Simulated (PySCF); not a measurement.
BHI₂O. Atoms are numbered in the order given.

```xyz
5

B      0.8373    -0.0124     0.0000
I     -0.2350     1.8718     0.0000
I     -0.2208    -1.8795     0.0000
O      2.1719    -0.0446     0.0000
H      2.5980     0.8251     0.0000
```
Charge 0, spin multiplicity 1.

Geometry optimised at B3LYP-D3(BJ)/def2-SVP. The def2 effective core potentials stand for the cores of I; spin–orbit coupling is left out. The values are those of a single conformer.

Method: PySCF with B3LYP-D3(BJ)/def2-SVP.

Frequencies are harmonic and unscaled.

```csv
mode,ν (cm⁻¹),IR (km/mol),Raman (Å⁴/amu),depolarisation,moving atoms (share of kinetic energy)
1,117,0.1,4.0,0.52,I 89 %
2,271,5.8,1.7,0.70,"O 73 %, I 16 %, H 11 %"
3,347,4.7,8.2,0.10,"O 48 %, B 28 %, I 21 %"
4,402,1.7,0.6,0.75,"B 83 %, H 9 %"
5,563,110.4,3.5,0.75,"H 83 %, O 12 %"
6,675,285.8,1.8,0.70,"B 78 %, H 18 %"
7,1048,379.6,0.7,0.74,"H 69 %, B 17 %, O 14 %"
8,1376,267.0,1.5,0.13,"B 64 %, O 33 %"
9,3807,113.8,145.9,0.33,H 94 %
```
